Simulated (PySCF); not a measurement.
Molecule: `Fc1ccccn1`, C$_{5}$H$_{4}$FN.

Numbering as in the mapped SMILES `[F:1][c:2]1[cH:3][cH:4][cH:5][cH:6][n:7]1`. Each H is labelled by its parent atom.

Geometry PBE0-D3(BJ)/def2-SVP throughout; GIAO in PySCF 2.14, gas phase, one conformer, non-relativistic; equivalent atoms averaged; functional PBE0.

For orientation, STO-3G gives these shifts δ (against CFCl3, TMS, NH3 at the same level): F1 10.1, C2 126.8, C6 121.0, C4 115.5, C5 104.8, N7 234.0, H(C6) 8.33, H(C4) 7.25, H(C3) 6.75 ppm.

A run gave: F1 -47.2, C2 162.2, C6 146.7, C4 137.5, C5 118.3, N7 293.1, H(C6) 8.12, H(C4) 7.55, H(C3) 6.59 ppm (shifts δ (against CFCl3, TMS, NH3 at the same level)).

Problem. Which basis set was used in that run?
A. def2-TZVP
B. aug-cc-pVDZ
C. def2-SVP
D. pcSseg-1

Solution. C. F1 tells them apart best: def2-SVP gives -47.2, pcSseg-1 gives -63.1, def2-TZVP gives -64.8, aug-cc-pVDZ gives -65.9 ppm.
